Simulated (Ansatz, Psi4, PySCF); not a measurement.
CS, charge +1, doublet, geometry from GFN2-xTB (a state made from the parent by changing its charge; the spin is typed, not shown lowest). Base run: PBE/6-31G** in PySCF.

PySCF was given this input:
```python
from pyscf import gto, scf, dft

mol = gto.Mole()
mol.atom = '''
    C    -0.00000000   -0.00000000   -1.07903369
    S     0.00000000    0.00000000    0.40463763
'''
mol.basis = '6-31g**'
mol.charge = 1
mol.spin = 1
mol.verbose = 3
mol.build()

mf = dft.UKS(mol)
mf.xc = 'pbe'
mf.kernel()
```

The same geometry, method and basis name were run in Ansatz (a first-principles code) and Psi4 and PySCF, at each program's defaults and at the settings that a row names. The base is PySCF at its defaults. Differences at the defaults can come from grids, fitting, cores and function types together.

```tsv
code and settings	ΔE vs base (µEh)	basis functions	E (Eh)	SCF cycles
PySCF, defaults (exact integrals, its default grid, spherical functions)	0.0	32	-435.55708	10
Psi4, defaults (density fitting with its default set, its default grid, Cartesian functions)	-4205	34	-435.56129	10
Ansatz, defaults (factorised integrals, its default grid, Cartesian functions)	-4193	34	-435.56128	-
PySCF, density fitting with def2-universal-jkfit	-16.4	32	-435.55710	10
PySCF, fine grid	0.0	32	-435.55708	10
Psi4, exact integrals, spherical functions, fine grid	0.0	32	-435.55709	11
Ansatz, high accuracy, Cartesian functions as the basis file defines them	-4192	34	-435.56128	-
```

Open shells are given as the SCF converged; they aren't shown to be the lowest states, and a large step between rows can be another state.
